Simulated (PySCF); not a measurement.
**Fractional electron number in Ge (germanium, neutral)**

The 4p alpha orbital of [Ar] 3d10 4s2 4p2 is emptied in steps (occupation f), with all orbitals relaxed, ending at [Ar] 3d10 4s2 4p1. Computed with PySCF 2.14 in aug-cc-pVTZ-DK (7s6p4d2f, 59 functions), with the spin-free X2C one-electron Hamiltonian (Gaussian nucleus). The exact energy is a straight line in f; departures are measured from the line between the end points of the same method.

| f | UHF (eV) | LDA (eV) | PBE (eV) | PBE0 (eV) | r2SCAN (eV) | LC-wPBE (eV) | BHandHLYP (eV) | wB97X (eV) | M06-2X (eV) | HSE06 (eV) |
| --- | --- | --- | --- | --- | --- | --- | --- | --- | --- | --- |
| 1 | 0.000 | 0.000 | 0.000 | 0.000 | 0.000 | 0.000 | 0.000 | 0.000 | 0.000 | 0.000 |
| 0.8 | 0.075 | -0.582 | -0.564 | -0.406 | -0.535 | -0.012 | -0.262 | -0.056 | -0.252 | -0.472 |
| 0.6 | 0.110 | -0.880 | -0.852 | -0.610 | -0.799 | -0.016 | -0.394 | -0.087 | -0.367 | -0.711 |
| 0.4 | 0.107 | -0.887 | -0.855 | -0.609 | -0.792 | -0.013 | -0.395 | -0.091 | -0.347 | -0.712 |
| 0.2 | 0.070 | -0.594 | -0.571 | -0.405 | -0.520 | -0.006 | -0.264 | -0.064 | -0.224 | -0.475 |
| 0 | 0.000 | 0.000 | 0.000 | 0.000 | 0.000 | 0.000 | 0.000 | 0.000 | 0.000 | 0.000 |

```csv
method,E(f=0) − E(f=1) (eV),−ε at f=1 (eV),−ε at f=0.4 (eV)
UHF,7.403,7.888,7.300
LDA,8.008,4.411,8.718
PBE,7.882,4.381,8.583
PBE0,7.915,5.384,8.429
r2SCAN,8.039,4.694,8.746
LC-wPBE,7.984,7.902,8.012
BHandHLYP,7.749,6.123,8.073
wB97X,7.691,7.355,7.745
M06-2X,7.725,6.132,8.120
HSE06,7.911,4.971,8.501
```

Orbital energy along the path (eV):

```tsv
f	UHF	LDA	PBE	PBE0	r2SCAN	LC-wPBE	BHandHLYP	wB97X	M06-2X	HSE06
1	-7.888	-4.411	-4.381	-5.384	-4.694	-7.902	-6.123	-7.355	-6.132	-4.971
0.8	-7.675	-5.798	-5.746	-6.388	-6.039	-7.943	-6.763	-7.472	-6.804	-6.130
0.6	-7.480	-7.238	-7.153	-7.407	-7.400	-7.982	-7.414	-7.601	-7.498	-7.309
0.4	-7.300	-8.718	-8.583	-8.429	-8.746	-8.012	-8.073	-7.745	-8.120	-8.501
0.2	-7.134	-10.224	-10.021	-9.442	-10.029	-8.022	-8.736	-7.913	-8.548	-9.694
0	-6.979	-11.733	-11.447	-10.432	-11.245	-7.998	-9.405	-8.114	-9.221	-10.866
```

Reference removal energy between the ground levels: 7.899 eV (measured; NIST Atomic Spectra Database, ionization energies). The calculation has no spin-orbit coupling. UHF lacks correlation.
